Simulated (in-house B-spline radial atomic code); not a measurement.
Whole-atom quantities along the 44-electron series, configuration [Kr] 4d8. Computed with a radial B-spline atomic code at the basis-set limit: non-relativistic Hartree-Fock, average of the configuration, point nuclei.

This level leaves out relativity, spin-orbit splitting included, which matters for heavy ions.

```json
{"ion": "Ba12+", "Z": "56", "E/Z² (Eh)": "-2.5", "Σ<r²> (bohr²)": "11.369", "n(0)/Z³ (bohr⁻³)": "0.70738", "Lamb diamagnetic shielding (ppm)": "5778.48", "repulsion over attraction": "0.13989"}
{"ion": "La13+", "Z": "57", "E/Z² (Eh)": "-2.5143", "Σ<r²> (bohr²)": "10.624", "n(0)/Z³ (bohr⁻³)": "0.70798", "Lamb diamagnetic shielding (ppm)": "5903.28", "repulsion over attraction": "0.13813"}
{"ion": "Ce14+", "Z": "58", "E/Z² (Eh)": "-2.5283", "Σ<r²> (bohr²)": "9.9554", "n(0)/Z³ (bohr⁻³)": "0.70856", "Lamb diamagnetic shielding (ppm)": "6028.02", "repulsion over attraction": "0.13639"}
{"ion": "Pr15+", "Z": "59", "E/Z² (Eh)": "-2.5419", "Σ<r²> (bohr²)": "9.3525", "n(0)/Z³ (bohr⁻³)": "0.70912", "Lamb diamagnetic shielding (ppm)": "6152.73", "repulsion over attraction": "0.13468"}
{"ion": "Nd16+", "Z": "60", "E/Z² (Eh)": "-2.5551", "Σ<r²> (bohr²)": "8.8063", "n(0)/Z³ (bohr⁻³)": "0.70967", "Lamb diamagnetic shielding (ppm)": "6277.4", "repulsion over attraction": "0.133"}
{"ion": "Pm17+", "Z": "61", "E/Z² (Eh)": "-2.568", "Σ<r²> (bohr²)": "8.3094", "n(0)/Z³ (bohr⁻³)": "0.71021", "Lamb diamagnetic shielding (ppm)": "6402.04", "repulsion over attraction": "0.13135"}
{"ion": "Sm18+", "Z": "62", "E/Z² (Eh)": "-2.5806", "Σ<r²> (bohr²)": "7.8557", "n(0)/Z³ (bohr⁻³)": "0.71073", "Lamb diamagnetic shielding (ppm)": "6526.65", "repulsion over attraction": "0.12973"}
```

With what power of Z does the column «Σ<r²> (bohr²)» change over this range?

A fit of the logarithm of its size against log Z from Z = 56 to 62 has slope -3.63. Unscreened non-relativistic hydrogenic orbitals would give -2.
